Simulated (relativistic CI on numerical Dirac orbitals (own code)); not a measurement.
# Ce³⁺: resonant inelastic scattering at the M4,5 edge

Computed with this model: Dirac-Coulomb-Breit CI, orbitals from a KLI potential per configuration, model QED (radiative potential, 1s self-energy scaled to tabulated hydrogen-like ionisation energies), valence Slater integrals scaled by 0.7, Kramers-Heisenberg scattering through one core-hole configuration in a parametric crystal field; configurations [Xe] 4f → [Ar] 3d9 4s2 4p6 4d10 4f2 5s2 5p6; 80 K; core-hole width 0.36 eV; summed over polarisations. Incident energies are the highest absorption maxima for each field (at most a few, so the weaker spin-orbit partner edge can be absent), on the computed scale of the free ion. Intensities are in per cent of the strongest line above 0.02 eV; levels within 1 cm⁻¹ are merged; final levels count from the ground level, the first row holds all elastic scattering, lines under 0.4 are left out and each table stops after 24 rows. The scale of the Slater integrals is a model choice and moves the terms in proportion.

Field parameters in Wybourne normalisation; cubic f-shell fields have B⁴₄ = √(5/14) B⁴₀ and B⁶₄ = −√(7/2) B⁶₀. The field is a parameter set, without covalency.

S is read from ⟨S²⟩ = S(S + 1).

Oh, B40 = -670, B60 = -530 cm⁻¹:

```
Final level (eV)  Degeneracy  Irrep     S  883.4 eV  884.4 eV  901.7 eV
           0.000           4     Γ8  0.50      70.0     168.7     241.0
           0.025           2     Γ7  0.50      24.0      44.1     100.0
           0.246           2     Γ6  0.50       1.2      19.9       5.6
           0.288           2     Γ7  0.50       0.7      16.1       9.9
           0.290           4     Γ8  0.50       2.5      44.3      11.0
```

Oh, B40 = 2820, B60 = 780 cm⁻¹:

| Final level (eV) | Degeneracy | Irrep | S | 883.4 eV | 884.5 eV | 901.7 eV |
| --- | --- | --- | --- | --- | --- | --- |
| 0.000 | 2 | Γ7 | 0.50 | 34.1 | 82.3 | 85.5 |
| 0.079 | 4 | Γ8 | 0.50 | 27.4 | 46.9 | 100.0 |
| 0.264 | 2 | Γ7 | 0.50 | 1.7 | 17.5 | 1.5 |
| 0.344 | 4 | Γ8 | 0.50 | 2.7 | 25.9 | 12.3 |
| 0.418 | 2 | Γ6 | 0.50 | 0.1 | 8.6 | 5.5 |

D3h, B20 = 750, B40 = -100, B60 = -80, B66 = 0 cm⁻¹:

| Final level (eV) | Degeneracy | S | 883.4 eV | 884.5 eV | 901.7 eV |
| --- | --- | --- | --- | --- | --- |
| 0.000 | 2 | 0.50 | 75.7 | 201.1 | 277.3 |
| 0.034 | 2 | 0.50 | 24.8 | 45.9 | 100.0 |
| 0.048 | 2 | 0.50 | 11.7 | 17.7 | 46.4 |
| 0.261 | 2 | 0.50 | 3.3 | 35.4 | 10.7 |
| 0.290 | 2 | 0.50 | 1.4 | 18.8 | 7.3 |
| 0.308 | 2 | 0.50 | 0.3 | 6.7 | 4.7 |
| 0.313 | 2 | 0.50 | 0.0 | 1.4 | 2.2 |

For the first field the strongest loss at the lowest incident energy is the level at 0.03 eV (S = 0.50, against 0.50 in the thermal ground state).
